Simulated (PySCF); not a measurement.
## Static response to an electric field

Species: C7H11N.
Geometry (GFN2-xTB, Å), atoms numbered from 1 in this order:
```xyz
19
C7H11N angstrom
C      3.011    1.602    0.389
C      2.222    0.803   -0.023
C      1.238   -0.153   -0.486
C      0.824   -1.158    0.618
C     -0.670   -0.906    0.814
N     -1.109   -0.408   -0.476
C     -2.438    0.149   -0.470
C     -0.083    0.534   -0.881
H      3.714    2.298    0.738
H      1.651   -0.690   -1.344
H      0.997   -2.178    0.279
H      1.386   -0.999    1.537
H     -1.222   -1.812    1.072
H     -0.833   -0.159    1.613
H     -2.538    1.002    0.222
H     -2.688    0.486   -1.475
H     -3.146   -0.625   -0.174
H     -0.150    0.725   -1.953
H     -0.178    1.498   -0.348
```

Level: PBE0/def2-SVPD (PySCF), static field, nuclei fixed, core orbitals frozen in the response. The polarisability tensor in these axes (au):

```
x   101.91  11.09   5.24
y    11.09  85.14  -0.15
z     5.24  -0.15  76.36
```

Problem. Diagonalise the tensor; give its mean and Δα, where Δα² is half the sum of the squared differences of the eigenvalues.

Solution. Principal values 74.52, 80.79 and 108.10 au; mean 87.80 au = 13.01 Å³ = 14.48 × 10⁻⁴⁰ C²·m²/J; Δα = 30.93 au (35 % of the mean).

Problem. What is the dipole moment, and where does it point?

Solution. (-0.61, -0.11, 0.27) D, 0.68 D in size, pointing from the negative to the positive side. Measured along this direction, the outermost atoms are H9 at the negative end and H17 at the positive end.

Problem. Refractivity n − 1 of an ideal gas of it at 400 K and 1 atm, from the electronic α?

Solution. N = p/kT = 1.8347 × 10¹⁹ cm⁻³, so n − 1 = 2π × N × 13.01 × 10⁻²⁴ cm³ = 1500 × 10⁻⁶ at long wavelengths.

Problem. Traceless (Buckingham) quadrupole moment about the centre of nuclear charge: eigenvalues?

Solution. -1.37, 0.43, 0.94 D·Å. The values depend on the origin, since the dipole doesn't vanish. The electronic extent ⟨r²⟩ about the same centre is 1080 bohr², a root-mean-square distance of 2.24 Å for the 60 electrons.

Problem. Orientational against electronic polarisability at 400 K (dilute gas, rigid molecules)?

Solution. In Gaussian units μ²/3kT = 2.78 Å³ against 13.01 Å³, a ratio of 0.21; the Debye molar polarisation (4π/3)N_A(α + μ²/3kT) is 39.8 cm³/mol, leaving out the vibrational part.

Problem. Form Σ f/ω² (atomic units) for the 6 lowest TDDFT singlets, given as eV and f, and set it beside the mean polarisability, which is this sum over all singlets: 5.88, 0.0109; 6.37, 0.0186; 6.62, 0.0137; 6.70, 0.0042; 6.77, 0.0094; 6.87, 0.0043.

Solution. They add up to 1.09 au, 1.2 % of the 87.80 au; the largest single term is 0.34 au, from the state at 6.37 eV. Terms in order: 0.23, 0.34, 0.23, 0.07, 0.15, 0.07 au. Higher excitations give the rest. The strengths listed sum to 0.061.

Problem. Give the principal axes and the span of the nuclei along them.

Solution. Largest value along (0.89, 0.43, 0.15), where the nuclei span 7.50 Å; middle along (-0.34, 0.84, -0.43), 4.22 Å; least along (-0.30, 0.33, 0.89), 3.57 Å. The response follows the extents in order.

One conformer (not necessarily the lowest) at the GFN2-xTB geometry, without solvent, vibrations or thermal averaging.
